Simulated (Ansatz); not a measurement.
Molecule: sum formula Si2H4F, net charge 0, doublet state. It need not be the lowest isomer of its formula. 
Structure (B3LYP-D3(BJ)/def2-TZVP (Ansatz, a quantum-chemistry and plane-wave program) minimum search):
```xyz
7

F     -1.5224    -0.8332    -0.5339
Si    -0.7300     0.2729     0.3301
Si     1.5482     0.1217    -0.1507
H     -1.2308     1.6104    -0.0595
H     -1.0562     0.0132     1.7525
H      2.2801     1.3812     0.1368
H      2.2545    -1.0301     0.4641
```
Charge 0, spin multiplicity 2.

Total electronic energies in hartree. Correlated levels leave the core frozen unless marked. Open shells are spin-unrestricted. No spin-orbit coupling. No relativistic terms. CBS(X,Y): correlation extrapolated as X^-3; Hartree-Fock from the larger set. [CCSD(T)-MP2]/basis is that difference in the basis named.

```
level                                                                             program  energy (Eh)
-------------------------------------------------------------------------  --------------  -----------
HF/cc-pwCVTZ                                                                       Ansatz   -679.72496
HF/cc-pV(Q+d)Z                                                                     Ansatz   -679.73986
RI-HF/aug-cc-pV(Q+d)Z                                                              Ansatz   -679.74028
BLYP-D4/def2-TZVPD                                                         Ansatz + dftd4   -681.29170
revPBE-D4/def2-TZVPD                                                       Ansatz + dftd4   -681.15749
PBE0/6-31G*                                                                        Ansatz   -680.84862
PBE0/def2-QZVPP                                                                    Ansatz   -680.98201
LC-wPBE-D3(BJ)/def2-TZVPD                                                  Ansatz + dftd3   -681.06901
wB97X-V/def2-TZVPD                                                                 Ansatz          [?]
RPA@PBE/cc-pV(Q+d)Z                                                                Ansatz   -680.61682
MP2/6-31G                                                                          Ansatz   -679.71100
MP2/aug-cc-pV(D+d)Z                                                                Ansatz   -680.06898
MP2/cc-pV(D+d)Z                                                                    Ansatz   -680.02569
MP2/aug-cc-pV(T+d)Z                                                                Ansatz   -680.21664
MP2/CBS(cc-pV(T+d)Z,cc-pV(Q+d)Z)                                                   Ansatz    -680.2901
RI-MP2/aug-cc-pV(T+d)Z                                                             Ansatz   -680.21641
SCS-MP2/6-31G*                                                                     Ansatz   -679.92650
SCS-MP2/aug-cc-pV(D+d)Z                                                            Ansatz   -680.07162
SCS-MP2/cc-pwCVTZ                                                                  Ansatz   -680.21957
CCSD/cc-pV(Q+d)Z                                                                   Ansatz   -680.29428
CCSD(T) with core electrons (1s frozen past Ne)/cc-pwCVTZ                          Ansatz   -680.83942
RI-MP2/CBS(aug-cc-pV(T+d)Z,aug-cc-pV(Q+d)Z)+[CCSD(T)-MP2]/aug-cc-pV(Q+d)Z          Ansatz    -680.3435
CCSD(T)/CBS(aug-cc-pV(T+d)Z,aug-cc-pV(Q+d)Z)                                       Ansatz    -680.3413
```

**Question.** Some entries are withheld; supply them.

**Answer.** 
- wB97X-V/def2-TZVPD, energy (Eh): -681.17023
